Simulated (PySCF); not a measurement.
H3O3Ti, charge +1, multiplicity 1. Atoms are numbered in the order given.

```xyz
7

Ti     0.0000     0.0000    -0.2894
O     -1.4105     0.8932     0.1855
H     -1.7864     1.6778     0.6377
O      1.4787     0.7749     0.1855
H      2.3462     0.7082     0.6377
O     -0.0683    -1.6681     0.1855
H     -0.5598    -2.3860     0.6377
```
Charge +1, spin multiplicity 1.

Coordinates come from a PBE-D3(BJ)/def2-SVP optimisation. The multiplicity is an assumed one; other spin states were not compared. The isomer is the one that the SMILES or the coordinates give; other isomers of the formula were not compared. The values are those of a single conformer.

All values below come from PBE-D3(BJ)/def2-SVP in PySCF.

Frequencies are harmonic and unscaled.

Modes within 1.5 cm⁻¹ of each other (mostly degenerate sets) share a row, with their intensities summed.

```csv
mode,ν (cm⁻¹),IR (km/mol),moving atoms (share of kinetic energy)
1,138,1.3,"Ti 38 %, O 38 %, H 24 %"
2–3,208,46.4,"O 62 %, H 27 %, Ti 11 %"
4,301,36.0,"H 87 %, O 12 %"
5–6,393,567.9,"H 72 %, O 27 %"
7–8,473,87.5,"H 86 %, O 14 %"
9,542,391.6,"H 73 %, O 24 %"
10,811,19.7,"O 83 %, Ti 10 %"
11–12,882,339.1,"O 59 %, Ti 35 %"
13–14,3685,1316.6,H 94 %
15,3703,153.5,H 94 %
```
